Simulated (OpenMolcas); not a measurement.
An OpenMolcas run meant for Ir VII (ANO-R1, X2C; inactive shells 1s 2s 2p 3s 3p 3d 4s 4p 4d 4f 5s 5p; intended active space 3 electrons in 5 orbitals (5d)). One step of its input:

```
&CASPT2
Multistate=10 1 2 3 4 5 6 7 8 9 10
Frozen=14 16
IPAE=0.25
Imaginary=0.1
MaxIter=60
WThr=0.0 0.3 0.05
PrWF=0.5
NoMix
```

Lines from the output:

```
|        MOLCAS_PRINT = 2
  |       MOLCAS_SOURCE = <dir>
  |    MOLCAS_STRUCTURE = 0
  |
   ------------------------------------------------------------------------------------------
++ ---------   Input file   ---------
>>> COPY JOB001 $Project.JobIph
&CASPT2
Multistate=10 1 2 3 4 5 6 7 8 9 10
Frozen=14 16
IPAE=0.25
Imaginary=0.1
MaxIter=60
WThr=0.0 0.3 0.05
PrWF=0.5
NoMix
-- ----------------------------------
>>> COPY JOB001 a.JobIph
*** symbolic link created: INPORB -> a.RasOrb
--- Start Module: caspt2 at  ---
()()()()()()()()()()()()()()()()()()()()()()()()()()()()()()()()()()()()()()()()()()()()()()()()()()
                                              &CASPT2
                                   only a single process is used
                       available to each process: 2.3 GB of memory, 1 thread
()()()()()()()()()()()()()()()()()()()()()()()()()()()()()()()()()()()()()()()()()()()()()()()()()()
 ###    ERROR: Unrecognized keyword: IPAE                                    ###
--- Stop Module: caspt2 at  /rc=_RC_INPUT_ERROR_ ---
.####################.
.# User input error #.
.####################.
```

Task: What is wrong with the input?

Result: A keyword is misspelt. OpenMolcas reads the first four letters of a keyword, so the setting is refused or falls back to its default.
